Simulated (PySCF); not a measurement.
C4H4Cl2, SMILES CC=C=C(Cl)Cl. Heavy atoms are numbered as in [CH3:1][CH:2]=[C:3]=[C:4]([Cl:5])[Cl:6]. Hydrogens are named by the atom that carries them.

Coordinates come from a B3LYP-D3(BJ)/def2-SVP optimisation.

Method: B3LYP/pcSseg-1 run with PySCF.

GIAO shieldings, no solvent; atoms alike by connectivity are averaged. δ = σ(ref) − σ: ¹³C against TMS (σ = 181.3 ppm); ³⁵Cl against HCl (σ = 933.3 ppm); ¹H against TMS (σ = 31.68 ppm), references at their B3LYP-D3(BJ)/def2-TZVP geometries, non-relativistic (without spin–orbit terms, shifts of atoms bonded to Cl or Br come out too high).

Computed chemical shifts:
| nucleus | atoms | count | δ (ppm) |
|---|---|---|---|
| ¹³C | C3 | 1 | 220.0 |
| ¹³C | C4 | 1 | 125.2 |
| ¹³C | C2 (CH) | 1 | 110.2 |
| ¹³C | C1 (CH3) | 1 | 21.7 |
| ³⁵Cl | Cl5 | 2 | 337.8 |
| ¹H | H on C2 | 1 | 6.25 |
| ¹H | H on C1 | 3 | 2.22 |
